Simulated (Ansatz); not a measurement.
Species: C₃H₁₀Sn, net charge 0, singlet state. 
Geometry from a B3LYP-D3(BJ)/def2-TZVP (Ansatz, an electronic-structure program) optimisation:
```xyz
14

C      1.9024    -0.3181    -0.8192
Sn     0.0306    -0.0550     0.2329
C     -1.4696    -1.3580    -0.6224
C     -0.6142     2.0026     0.0590
H      1.7709    -0.0710    -1.8724
H      2.2379    -1.3515    -0.7393
H      2.6668     0.3337    -0.3976
H      0.2489    -0.4481     1.8973
H     -2.4180    -1.2345    -0.1009
H     -1.1561    -2.3982    -0.5412
H     -1.6123    -1.1144    -1.6750
H     -0.7540     2.2574    -0.9913
H      0.1337     2.6696     0.4864
H     -1.5570     2.1481     0.5850
```

Total electronic energies in hartree. Correlated levels leave the core frozen unless marked. No spin-orbit coupling. Frozen are the shells of the preceding noble gas and the d and f shells that filled before the atom's block. Past Kr the def2 sets carry scalar-relativistic core potentials. STO-3G rows are all-electron and non-relativistic. CBS marks a two-point X^-3 extrapolation of the correlation energy; Hartree-Fock from the larger set. The bracket is a focal-point correction in the basis named.

```tsv
level	program	energy (Eh)
HF/STO-3G	Ansatz	-6081.38836
PBE/def2-TZVPD	Ansatz	-334.48629
PBE-D3(BJ)/def2-TZVPD	Ansatz + dftd3	-334.49607
BHLYP-D4/def2-TZVPD	Ansatz + dftd4	(withheld)
B2PLYP-D4/def2-TZVPD	Ansatz + dftd4	-334.27056
RI-MP2/CBS(def2-TZVPP,def2-QZVPP)	Ansatz	-333.5490
CCSD/def2-QZVPPD	Ansatz	-333.56676
RI-MP2/CBS(def2-TZVPP,def2-QZVPP)+[CCSD(T)-MP2]/def2-QZVPP	Ansatz	-333.6255
CCSD(T)/CBS(def2-TZVPPD,def2-QZVPPD)	Ansatz	-333.6201
```

Q: Some entries are withheld; supply them.

A: 
- BHLYP-D4/def2-TZVPD, energy (Eh): -334.53268
